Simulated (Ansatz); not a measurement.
`O[SiH](F)[O][GeH3]` → `[O][GeH3]`• + `O[SiH]F`•  (homolysis of the O–Si bond)

Calculated with Ansatz (gas phase, PBE0-D4/def2-TZVP geometries, no zero-point term in ΔE). CBS: MP2 limit from def2 TZ/QZ plus the TZ coupled-cluster correction, frozen cores. DFT in def2-TZVPP. Open shells (•) are unrestricted, without spin–orbit coupling. For Ge outer-core shells are correlated without core-valence functions, which leaves a few kJ/mol of doubt a bond. Scalar relativity is left out up to krypton. One conformer a species, not always the lowest.

| level | ΔE (kJ/mol) | difference from CCSD(T)/CBS |
| --- | --- | --- |
| LDA (SPW92) | 633.4 | 22.1 |
| BHLYP-D4 | 576.9 | -34.4 |
| CAM-B3LYP-D4 | 585.9 | -25.4 |
| ωB97X-V | 591.5 | -19.8 |
| BLYP | 533.7 | -77.6 |
| PBE0 | 563.3 | -48.0 |
| HF/def2-SVP | 472.5 | -138.8 |
| SCS-MP2/def2-TZVPP | 618.9 | 7.6 |
| HF/def2-QZVPP | 472.8 | -138.5 |
| CCSD/CBS(def2) | 603.9 | -7.4 |
| CCSD(T)/CBS | 611.3 | 0 |

Largest T1 diagnostic among the species: 0.015.

From PBE to PBE0 (25 % exact exchange), in def2-TZVPP and without D4, ΔE moves by +12.9 kJ/mol. Leaving LDA and LC-ωPBE aside and taking each functional with its dispersion term where it has one, the values, not all of them listed here, spread over 54.7 kJ/mol, from revPBE-D4 to ωB97M-V. LDA lies +83.0 kJ/mol from PBE without D4, its usual overbinding. The D4 term adds +15.3 kJ/mol with B3LYP and +8.4 kJ/mol with PBE0; it sums over pairs of atoms, weighted by their polarisabilities, and B3LYP, whose exchange is more repulsive, gets the larger term.

B3LYP here is the variant with VWN-RPA as its local correlation; programs differ in this.
